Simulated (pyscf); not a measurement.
O=GaH -> HO–Ga [singlet], a hydrogen shift (singlet surface; Ga–H broken, H–O formed). Single points on ωB97X-D3(BJ)/def2-SVP structures (PySCF, gas phase). Correlated levels are frozen-core, on RHF or UHF. ΔMP2 is the change of the MP2 total energy from the triple- to the quadruple-zeta basis. Energies in kJ/mol from the reactant's lowest minimum found.

Small-basis levels: PySCF, no dispersion term, spherical d functions. 

### Question
In single points HF/6-31G*+LANL2DZ puts the saddle at 247.8 kJ/mol and the reaction energy at -252.2 kJ/mol. Should these be trusted to within a few kcal/mol? Compare with CCSD(T)/def2-TZVPP + ΔMP2(QZVPP).

### Answer
CCSD(T)/def2-TZVPP + ΔMP2(QZVPP) gives ΔE‡ = 177.1 kJ/mol and ΔE = -181.6 kJ/mol. HF/6-31G*+LANL2DZ lies 70.7 kJ/mol over it in the barrier and 70.6 kJ/mol under it in the reaction energy, so on this step it does not hold to within 12.6 kJ/mol. CCSD(T)/def2-TZVPP + ΔMP2(QZVPP) has limits of its own. One closed-shell reference is unstable to symmetry breaking; treat the single-reference values with care. The CCSD(T) − MP2 part came from Ansatz, without density fitting, on the same reference. The largest closed-shell T1 diagnostic is 0.032, which may signal static correlation. The frozen core leaves the outer d or s,p core shells of the metals and heavy elements correlated in the MP2 and CC values, and def2-TZVPP describes them poorly, which can shift differences by a few kcal/mol. In the def2 sets elements up to Kr have no core potential.
